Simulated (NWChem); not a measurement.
System meant: C$_{2}$H$_{4}$GeN$_{2}$; SMILES N#C/N=[CH]\[GeH3]

The following NWChem deck was run.

```
start job
memory heap 200 mb stack 900 mb global 1100 mb
geometry units angstroms noautoz
  N     -1.087571    -2.788801     0.000000
  C     -0.129640    -2.097699     0.000000
  N      1.047219    -1.472071     0.000000
  C      1.196297    -0.187934     0.000000
  Ge    -0.219135     1.210588     0.000000
  H      2.252717     0.155960     0.000000
  H     -0.006172     2.082449     1.262783
  H     -0.006172     2.082449    -1.262783
  H     -1.605540     0.533509     0.000000
end
basis spherical
  * library def2-svp
end
dft
  xc pbe0
  iterations 4
  mulliken
end
task dft energy
```

End of the output:

```
    Atom       Charge   Shell Charges
 -----------   ------   -------------------------------------------------------
    1 N    7     7.11   1.98  0.87  0.60  2.05  1.56  0.05
    2 C    6     6.03   1.97  0.63  0.28  1.85  1.15  0.15
    3 N    7     7.04   1.97  0.78  0.45  2.19  1.59  0.06
    4 C    6     6.04   1.97  0.64  0.35  1.79  1.18  0.10
    5 Ge  32    31.72   2.00  2.00  1.93  0.75  0.34  5.99  5.83  1.47  1.17  7.80  2.03  0.41
    6 H    1     0.96   0.64  0.26  0.07
    7 H    1     1.04   0.60  0.41  0.03
    8 H    1     1.04   0.60  0.41  0.03
    9 H    1     1.03   0.60  0.40  0.03

 center of mass
 --------------
 x =  -0.04103686 y =   0.10411249 z =   0.00000000

 moments of inertia (a.u.)
 ------------------
        1116.604609938969          -0.000000000000           0.000000000000
          -0.000000000000         227.395790096812           0.000000000000
           0.000000000000           0.000000000000        1321.044187158893

     Multipole analysis of the density
     ---------------------------------

     L   x y z        total         alpha         beta         nuclear
     -   - - -        -----         -----         ----         -------
     0   0 0 0     -0.000000    -31.000000    -31.000000     62.000000

     1   1 0 0      0.702203      0.351101      0.351101      0.000000
     1   0 1 0      1.605745      0.802872      0.802872      0.000000
     1   0 0 1     -0.000000     -0.000000     -0.000000      0.000000

     2   2 0 0    -31.821524    -76.290161    -76.290161    120.758798
     2   1 1 0     -2.735673     -3.143672     -3.143672      3.551670
     2   1 0 1     -0.000000     -0.000000     -0.000000      0.000000
     2   0 2 0    -38.350918   -290.790236   -290.790236    543.229554
     2   0 1 1     -0.000000     -0.000000     -0.000000      0.000000
     2   0 0 2    -30.635489    -21.012238    -21.012238     11.388988

 ------------------------------------------------------------------------
 dft energy failed                                                                                  0
 ------------------------------------------------------------------------
 ------------------------------------------------------------------------
  current input line :
    22: task dft energy
 ------------------------------------------------------------------------
 ------------------------------------------------------------------------
 This type of error is most commonly associated with calculations not reaching convergence criteria
 ------------------------------------------------------------------------
 For more information see the NWChem manual at https://nwchemgit.github.io

0:dft energy failed:Received an Error in Communication
```

Task: Can this run be used? If not, why, and what is the fix?

Result: Convergence was not reached. Cause: the SCF was allowed too few iterations. This input runs:
```
start job
memory heap 200 mb stack 900 mb global 1100 mb
geometry units angstroms noautoz
  N     -1.087571    -2.788801     0.000000
  C     -0.129640    -2.097699     0.000000
  N      1.047219    -1.472071     0.000000
  C      1.196297    -0.187934     0.000000
  Ge    -0.219135     1.210588     0.000000
  H      2.252717     0.155960     0.000000
  H     -0.006172     2.082449     1.262783
  H     -0.006172     2.082449    -1.262783
  H     -1.605540     0.533509     0.000000
end
basis spherical
  * library def2-svp
end
dft
  xc pbe0
  iterations 150
  mulliken
end
task dft energy
```
It converges to -2264.16958 Ha (PBE0/def2-SVP).
